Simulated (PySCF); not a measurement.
This PySCF input asks for the NMR shieldings of `[Si@@H](C#N)([SiH3])OCO[SiH3]`, C2H9NO2Si3; the geometry comes from GFN2-xTB.

```python
import basis_set_exchange as bse
import numpy as np
from pyscf import gto, dft
from pyscf.prop import nmr

atoms = """
N     0.613260    3.251039    0.883810
C     0.989588    2.176595    1.021374
Si    1.524374    0.377449    1.147638
Si    2.024576   -0.400084   -0.965802
O     0.313428   -0.452682    1.887131
C    -0.918210   -0.655070    1.335415
O    -0.900742   -0.395016   -0.020660
Si   -2.202569   -0.217965   -0.989397
H     2.448506    0.320829    2.278511
H     3.479201   -0.344022   -1.172076
H     1.626839   -1.798213   -1.167505
H     1.405994    0.389387   -2.035583
H    -1.648744   -0.000274    1.837797
H    -1.212306   -1.701738    1.511696
H    -3.002319   -1.447475   -0.976736
H    -3.033361    0.887279   -0.508872
H    -1.514512    0.021991   -2.244676
"""
names = dict.fromkeys(["N", "C", "Si", "O", "H"], "pcSseg-1")
basis = {el: gto.basis.parse(bse.get_basis(n, elements=[el], fmt="nwchem")) for el, n in names.items()}
mol = gto.M(atom=atoms, basis=basis, charge=0, verbose=0)
mf = dft.RKS(mol, xc="PBE0")
mf.grids.level = 2
mf.grids.alignment = dft.numint.BLKSIZE   # the property module wants whole blocks of grid points
mf.conv_tol = 1e-9
mf.kernel()

calc = nmr.RKS(mf)   # GIAO
C = mf.mo_coeff
Co = C[:, mf.mo_occ > 0]
resp = mf.gen_response(singlet=True, hermi=2)
def vind(x):   # induced exchange potential for any number of trial vectors
    d = np.einsum("pi,xij,qj->xpq", C, 2 * x.reshape(-1, C.shape[1], Co.shape[1]), Co, optimize=True)
    return np.einsum("xpq,pi,qj->xij", resp(d - d.transpose(0, 2, 1)), C, Co, optimize=True).ravel()
mo1, _ = nmr.rhf.solve_mo1(calc, with_cphf=vind)
sigma = calc.kernel(mo1)
for i, s in enumerate(sigma):   # ppm
    print("%2d %-2s %9.2f" % (i, mol.atom_pure_symbol(i), np.trace(s) / 3))
```

Problem. Give the expected output.

Solution. 
```
 0 N     -92.88
 1 C      60.44
 2 Si    395.45
 3 Si    458.35
 4 O     267.68
 5 C      97.68
 6 O     279.60
 7 Si    388.28
 8 H      26.50
 9 H      28.27
10 H      28.05
11 H      27.84
12 H      26.36
13 H      26.23
14 H      26.84
15 H      26.73
16 H      26.73
```

These numbers come from an equivalent density-fitted implementation of the same equations, which agrees with the script to about 0.01 ppm for H and up to a few tenths of a ppm for heavy atoms, so last digits may differ.

Problem. Turn these shieldings into chemical shifts. Scale: NH3 for 15N (267.73 ppm); 13C (186.93 ppm), 29Si (349.16 ppm), 1H (31.72 ppm) vs TMS; 17O (336.08 ppm) against H2O (reference shieldings calculated alike).

Solution. Averaging equivalent atoms: N 0: 360.6; C 1: 126.5; C 5: 89.2; Si 7: -39.1; Si 2: -46.3; Si 3: -109.2; O 4: 68.4; O 6: 56.5; H 13: 5.48; H 12: 5.36; H 8: 5.22; H 14/15/16: 4.95; H 9/10/11: 3.67 ppm. Experimental scales use liquid or dissolved standards, which lie at an offset from isolated NH3 (liquid NH3: subtract about 20 ppm) and H2O (liquid H2O: subtract about 36 ppm). Unscaled 15N shifts of sp2 nitrogen come out 20 to 40 ppm too high even then.

Size and cost of the density-fitted run: 202 basis functions, 63 s wall time on 1 thread of an Arm Neoverse N1, shared host; peak memory 0.93 GiB.
